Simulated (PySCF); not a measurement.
**TDDFT excited states: C5H9FSSi**

C₅H₉FSSi.
SMILES: `C#C[C@](F)(CC)[SiH2]S`

Method: TDDFT CAM-B3LYP/def2-SVPD, vertical, gas phase, core orbitals frozen in the response (PySCF 2.14.0, density-fitted response routines). Geometry: GFN2-xTB, one conformer, isolated molecule. Torsions of this conformer, `[CH:1]#[C:2][C@:3]([F:4])([CH2:5][CH3:6])[SiH2:7][SH:8]`: C2–C3–C5–C6 -64°, C2–C3–Si7–S8 38°, H–S8–Si7–C3 -26°.

```
state  E (eV)  E (hartree)       f  |μ| (D)   main configurations (H = HOMO, L = LUMO)
   S1    5.89       0.2163  0.0024     0.32      H-1→L (38%), H→L (25%), H-1→L+1 (14%)
   S2    6.14       0.2256  0.0037     0.40      H→L+1 (28%), H→L+2 (27%), H→L+4 (14%)
   S3    6.29       0.2311   0.025     1.02        H→L (35%), H→L+3 (14%), H→L+1 (13%)
   S4    6.59       0.2423  0.0030     0.35  H-2→L (26%), H-1→L+2 (13%), H-1→L+4 (13%)
   S5    6.86       0.2523  0.0095     0.60        H→L+1 (43%), H→L (19%), H→L+2 (10%)
   S6    6.99       0.2568  0.0071     0.52               H-2→L+4 (28%), H-2→L+2 (28%)
   S7    7.08       0.2600  0.0026     0.31                   H→L+3 (48%), H→L+4 (21%)
   S8    7.37       0.2709   0.017     0.78                   H→L+4 (45%), H→L+2 (28%)
```

Triplets, Tamm–Dancoff:

| state | E (eV) | λ (nm) | main configurations (H = HOMO, L = LUMO) |
| --- | --- | --- | --- |
| T1 | 5.27 | 235.4 | H-2→L (29%), H-1→L (14%), H-2→L+1 (12%) |
| T2 | 5.47 | 226.7 | H-1→L (30%), H→L (14%), H-1→L+1 (11%) |
| T3 | 5.71 | 217.0 | H→L+1 (32%), H→L+2 (23%), H→L (14%) |

The lowest singlet lies at 5.89 eV (211 nm, ultraviolet) and is very weak; its leading configuration is HOMO-1→LUMO (38%). The most intense listed level is S3 at 6.29 eV (197 nm, f = 0.025), 0.40 eV above S1. Löwdin shares by element: HOMO sulfur 67%, hydrogen 10% or more, silicon 10%; LUMO carbon 29% or more, silicon 18%, sulfur 14% (atoms not listed hold the other 40%). The listed states span 1.49 eV. Of the 8 states listed, 2 reach f = 0.01 and none stays under 0.0005. The oscillator strengths of these states sum to 0.070; summed over the whole spectrum of an exact calculation they would give the number of electrons, 78 (Thomas–Reiche–Kuhn). The window holds the lowest 8 singlets.

Hardware: an Arm Neoverse N1 with one thread, shared host. Cost: 2.1 min wall, 1.1 GiB resident at most.
